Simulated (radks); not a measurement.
Results of a calculation; reference values are marked as such.
Task: Radial electron density D(r) = 4 pi r^2 rho(r) of an atom or ion with 27 electrons. Level of theory: scalar-relativistic Kohn-Sham, TASK exchange with Perdew-Wang LDA correlation, spin-polarised, spherical densities, finite nucleus; meta-GGA in the generalised Kohn-Sham scheme; Fermi nuclear charge, rms radius of each element as measured or else 0.836 A^(1/3) + 0.57 fm (a radial shooting solver on a logarithmic mesh with Libxc functionals).

```
   r/bohr * D(r) (the largest magnitude, 66.6, reaches the edge; | marks zero)
 0.004009 |       *
 0.005016 |          *
 0.006275 |              *
 0.007851 |                    *
 0.009822 |                          *
  0.01229 |                                *
  0.01537 |                                      *
  0.01923 |                                          *
  0.02406 |                                            *
   0.0301 |                                           *
  0.03766 |                                       *
  0.04674 |                                     *
  0.05848 |                                       *
  0.07316 |                                             *
  0.09153 |                                                     *
   0.1145 |                                                      *
   0.1433 |                                               *
   0.1792 |                                     *
   0.2242 |                                 *
   0.2805 |                                     *
   0.3509 |                                       *
   0.4391 |                               *
   0.5493 |                *
   0.6872 |     *
   0.8597 |*
    1.076 *
    1.346 *
```

What is the nuclear charge?

Result: Z = 43. The innermost maximum, from 1s, lies near gamma/Z bohr with gamma = sqrt(1 - (Z/c)^2) = 0.949, here 0.0221 bohr (found: 0.0241), and its height grows with Z. The density is that of the technetium ion Tc16+ in [Ar] 3d9; the configuration itself is not fixed sharply by these data, and Z only to a few units. D(r) has 3 maxima, at r = 0.0241, 0.107, 0.329 bohr, and minima at 0.0483, 0.217 bohr, inside which lie 2.02, 11.17 electrons.
